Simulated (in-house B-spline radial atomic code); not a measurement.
Values are calculated unless marked as measured or tabulated.
# What the choice of pseudopotential does to G0W0 on PBE0: Re²⁺

All numbers come from an all-electron radial atomic-structure program (B-spline basis), non-relativistic (model numbers for so heavy an element), configuration [Xe] 4f14 5d5, open shells at high spin. Semilocal Troullier-Martins pseudo-atoms, one channel per l, are made with PBE or LDA for several valence sets and radii, with or without a model core, and set against the all-electron atom. One channel fits only the lowest state of its l, so a second state of that l is approximate. All electrons give 5d up: PBE0 -25.016 eV, G0W0 -29.444 eV, 5p down: PBE0 -60.02 eV, G0W0 -64.95 eV. Potentials are made in the ion's own configuration unless the neutral atom is named, and a smooth local potential serves every l without a channel. Potentials that miss their own reference levels by more than 6 millihartree, or need radii over 3.5 bohr, are left out. Columns give pseudo minus all-electron, in eV; a dash marks a level in the core or of low weight.

```csv
valence,made with,radii (bohr),model core (bohr),5d up PBE0,5d up G0W0,5p down PBE0,5p down G0W0
5d,PBE,s 3.02 p 3.40 d 1.60,none,+0.36,+2.17,-,-
5p 5d,PBE,s 2.36 p 1.00 d 1.25,none,+0.08,+0.60,+1.15,+2.43
5p 5d,"LDA, neutral atom",s 3.27 p 1.25 d 1.60,none,-0.05,+0.54,+1.00,+2.36
5p 4f 5d,"PBE, neutral atom",s 2.27 p 0.89 d 1.11 f 1.11,none,-0.05,+0.32,+1.12,+1.58
5p 4f 5d,"LDA, neutral atom",s 2.56 p 0.98 d 1.25 f 1.25,none,-0.07,+0.27,+1.16,+1.51
5p 4f 5d,"PBE, neutral atom",s 3.40 p 1.45 d 1.80 f 1.81,none,-0.15,+0.18,+0.94,+0.97
5p 4f 5d,"PBE, neutral atom",s 2.27 p 0.89 d 1.11 f 1.11,0.62,-0.02,+0.37,+1.18,+1.66
5p 4f 5d,"PBE, neutral atom",s 2.56 p 1.00 d 1.25 f 1.25,0.62,+0.03,+0.39,+1.11,+1.47
5p 4f 5d,"PBE, neutral atom",s 3.40 p 1.45 d 1.80 f 1.81,0.62,-0.07,+0.28,+0.95,+1.01
5s 5p 4f 5d,"LDA, neutral atom",s 1.18 p 1.25 d 1.60 f 1.60,none,-0.26,-0.62,-0.13,-0.86
5s 5p 4f 5d,PBE,s 1.33 p 1.45 d 1.80 f 1.81,none,-0.23,-0.62,-0.08,-0.93
5s 5p 4f 5d,"PBE, neutral atom",s 0.92 p 1.00 d 1.25 f 1.25,0.61,-0.43,-0.77,-0.23,-0.76
5s 5p 4f 5d,"PBE, neutral atom",s 1.18 p 1.28 d 1.60 f 1.60,0.61,-0.32,-0.69,-0.14,-0.86
4d 5s 5p 4f 5d,LDA,s 1.18 p 1.25 d 0.51 f 1.60,none,+0.06,+0.42,-0.94,-2.69
```

**Question.** How does the G0W0 shift of 5d up, which all sets hold, depend on the valence set?

**Answer.** Mean size: 5p 4f 5d: 0.30 eV; 4d 5s 5p 4f 5d: 0.42 eV; 5p 5d: 0.57 eV; 5s 5p 4f 5d: 0.67 eV; 5d: 2.17 eV. A larger valence set can do worse when it takes only part of a shell, whose exchange with the frozen rest is then left to the functional. The means mix radii and the functional used in making the potentials.
